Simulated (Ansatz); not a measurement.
BBr2 (SMILES Br[B]Br) moved off its minimum; all values from Ansatz (a first-principles code), cores frozen in correlated methods. Open shells are unrestricted.
(charge 0, multiplicity 2)
```xyz
3

Br    -1.68735    -0.10361    -0.00456
B     -0.01553     0.80201    -0.01062
Br     1.68715     0.02501    -0.02457
```

Task: Give the forces (eV/Å), the total energy and the dipole at CCSD(T)/aug-cc-pVTZ.

Result: 
```tsv
atom	Fx	Fy	Fz
Br1	0.164	0.064	-0.001
B2	-0.468	0.099	0.003
Br3	0.304	-0.163	-0.003
```
Energy -5170.0753 hartree, dipole 0.42 D.
